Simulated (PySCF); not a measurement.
Compound: C3H3FN2O.
SMILES with atom numbers: `[F:1][CH2:2][c:3]1[n:4][cH:5][n:6][o:7]1`

Structure used (GFN2-xTB), in Å, numbered top down from 1:
```xyz
10
C3H3FN2O angstrom
F     -2.0145    0.3025    1.4258
C     -1.5983    0.1434    0.1346
C     -0.1210   -0.0202    0.0685
N      0.6783    0.5422   -0.7883
C      1.8909    0.0452   -0.4332
N      1.8369   -0.7679    0.5769
O      0.5277   -0.8245    0.9133
H     -1.8918    1.0315   -0.4328
H     -2.1000   -0.7494   -0.2599
H      2.8006    0.3019   -0.9331
```

NICS is the negative of the GIAO shielding at a point without a nucleus: at the ring centre (0) and 1 Å above and below it (1); zz is the component along the ring normal. Level: GIAO PBE0/pcSseg-1 (PySCF, non-relativistic, gas phase) on the GFN2-xTB geometry, one conformer.

Ring bond lengths (Å), with Mayer bond orders in brackets: C3–N4 1.300 (1.61), N4–C5 1.358 (1.29), C5–N6 1.298 (1.68), N6–O7 1.353 (1.00), O7–C3 1.335 (1.12).

Problem. Give the NICS values of each ring in ppm.

Solution. 
```json
{"ring": "C3–N4–C5–N6–O7", "type": "5-membered ring with 2 N and O; formal bonds all aromatic", "NICS(0)": "-11.5", "NICS(1), two faces": "-11.2 / -11.3", "NICS(1)zz, two faces": "-29.3 / -29.4", "rms pucker (Å)": "0.00", "centre to ring atoms, mean (Å)": "1.13"}
```

Problem. What do they say, and how far can they be read as aromaticity?

Solution. 
- C3–N4–C5–N6–O7: mean NICS(1)zz -29.3 ppm, shielded. For a flat ring without four-coordinate atoms the NICS criterion counts such a value as aromatic.

Problem. How equal are the bonds by HOMA? Use HOMA with the parameters of Krygowski (1993).

Solution. 
- C3–N4–C5–N6–O7: HOMA 0.66; the largest term is that of O7–C3, α(R − Ropt)² = 0.76.

Problem. What are the shieldings of the ring atoms and their hydrogens in the same run (means over atoms taken as equivalent)?

Solution. 
```json
{"atoms": "C3", "environment": "substituted aromatic carbon", "σ isotropic (ppm)": "4.7", "principal values of the symmetric part, first atom (ppm)": "-68.3, -4.3, 86.6"}
{"atoms": "N4", "environment": "pyridine-type nitrogen", "σ isotropic (ppm)": "-16.9", "principal values of the symmetric part, first atom (ppm)": "-189.1, -72.1, 210.4"}
{"atoms": "C5", "environment": "aromatic CH next to a ring nitrogen", "σ isotropic (ppm)": "24.6", "principal values of the symmetric part, first atom (ppm)": "-77.3, 43.4, 107.8"}
{"atoms": "N6", "environment": "pyridine-type nitrogen", "σ isotropic (ppm)": "-139.0", "principal values of the symmetric part, first atom (ppm)": "-366.5, -120.7, 70.1"}
{"atoms": "O7", "environment": "ring oxygen", "σ isotropic (ppm)": "-83.8", "principal values of the symmetric part, first atom (ppm)": "-238.0, -147.1, 133.9"}
{"atoms": "H10", "environment": "aromatic hydrogen", "σ isotropic (ppm)": "23.22", "principal values of the symmetric part, first atom (ppm)": "21.4, 23.1, 25.1"}
```
